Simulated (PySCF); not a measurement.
Predicted microwave data (PBE0-D3(BJ)/def2-SVP geometry optimisation, gas phase (PySCF)) for one isomer of C4H13AsGe:

```
Rotational constants : A = 2386, B = 900.9, C = 776.2 MHz
Dipole components    : |μa| = 0.94 D, |μb| = 0.87 D, |μc| = 0.30 D
Inertial defect      : -121.68 u·Å²
κ                    : -0.85
```

Task: Which structure is it? (One computed conformer of each.)
A. `[CH3:1][CH2:2][CH2:3][GeH2:4][AsH:5][CH3:6]` with C1–C2–C3–Ge4 63°, C2–C3–Ge4–As5 -80°, C3–Ge4–As5–C6 -176°
B. `CC(C)(C)[AsH][GeH3]`
C. `[CH3:1][C:2]([CH3:3])([CH3:4])[GeH2:5][AsH2:6]` with C2–Ge5–As6–H -77° and -169°

Result: B. It is CC(C)(C)[AsH][GeH3], an asymmetric top, point group C1. The candidates at the same level (rigid rotor, commonest isotopes):

```json
{"SMILES": "C[C](C)(C)[GeH2][AsH2]", "A (MHz)": "2589", "B (MHz)": "831.8", "C (MHz)": "742.3", "μa (D)": "0.99", "μb (D)": "0.10", "μc (D)": "0.33", "Δ (u·Å²)": "-121.94", "point group": "–", "rotor": "near-prolate asymmetric top"}
{"SMILES": "CC[CH2][GeH2][AsH]C", "A (MHz)": "2351", "B (MHz)": "874.6", "C (MHz)": "689.4", "μa (D)": "0.38", "μb (D)": "0.21", "μc (D)": "0.34", "Δ (u·Å²)": "-59.74", "point group": "C1", "rotor": "asymmetric top"}
{"SMILES": "CC(C)(C)[AsH][GeH3]", "A (MHz)": "2386", "B (MHz)": "900.9", "C (MHz)": "776.2", "μa (D)": "0.94", "μb (D)": "0.87", "μc (D)": "0.30", "Δ (u·Å²)": "-121.68", "point group": "C1", "rotor": "asymmetric top"}
```

`C[C](C)(C)[GeH2][AsH2]` has A 8 % too high; `CC[CH2][GeH2][AsH]C` has C 11 % too low. No structure here is proved a minimum.
